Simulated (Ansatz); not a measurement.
Constitutional and geometric isomers with formula C3H6O. All species are isolated molecules in the gas phase. One relaxed conformer stands for each flexible species; it need not be the lowest. Strings in code marks are SMILES.

Quantity: vertical ionisation energy (energy after one electron is removed minus that of the parent at the parent's geometry), in eV.

Case: `C[C@@H]1CO1`. Geometry of `[C@@H]1(C)CO1` (neutral, multiplicity 1, Å):

```xyz
10

C      1.2403    -0.1645    -0.0781
C     -0.1260     0.0046     0.5189
C     -1.3339     0.0845    -0.3031
O     -0.7759     1.2608     0.2905
H      1.5231    -1.2197    -0.0978
H      1.2627     0.2228    -1.0973
H      1.9859     0.3734     0.5110
H     -0.2416    -0.3589     1.5382
H     -1.2436     0.0270    -1.3842
H     -2.2911    -0.2301     0.1019
```

Give the vertical ionisation energy (energy after one electron is removed minus that of the parent at the parent's geometry) at the level frozen-core CCSD(T)/cc-pVTZ // B3LYP-D3(BJ)/def2-TZVP (Ansatz, a first-principles code).

10.30 eV.
